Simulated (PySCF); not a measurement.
B3LYP has the VWN-RPA correlation part, as in Gaussian. Excitations are Tamm–Dancoff values on a coarser integration grid. The basis has no diffuse functions, so Rydberg states are missing or too high.

Z-matrix (Å, degrees):
```
C
C 1 1.4026
H 2 1.0925 1 119.16
C 2 1.3959 3 120.13 1 -179.62
H 4 1.0928 2 119.90 3 0.20
C 4 1.3969 5 120.24 2 179.99
H 6 1.0927 4 120.26 5 -0.23
C 6 1.3963 7 120.06 4 179.64
H 8 1.0935 6 119.12 7 -0.49
C 8 1.4070 9 119.53 6 179.59
C 1 1.4961 2 119.51 3 -0.40
C 11 1.3477 1 120.48 2 -109.73
H 12 1.0920 11 121.42 1 1.38
H 12 1.0939 13 117.53 11 -179.85
C 11 1.4688 12 120.86 13 -179.65
C 15 1.3419 11 125.62 12 -175.81
H 16 1.0926 15 120.99 11 179.32
H 16 1.0928 17 117.35 15 179.70
H 15 1.0960 16 119.23 17 0.33
Si 10 1.8872 8 119.61 9 -0.79
H 20 1.4896 10 111.27 8 -132.45
H 20 1.4920 21 108.55 10 124.44
H 20 1.4936 21 109.19 22 117.33
```
Charge 0, spin multiplicity 1.

Question: Give the S1 oscillator strength, T1 excitation (TDA) and S1 excitation (TDA) at the level B3LYP-D3(BJ)/def2-TZVP // B3LYP-D3(BJ)/def2-SVP run with PySCF.

Answer: 
```json
{
 "S1 oscillator strength": "0.016",
 "T1 excitation (TDA)": "3.14 eV",
 "S1 excitation (TDA)": "4.88 eV"
}
```
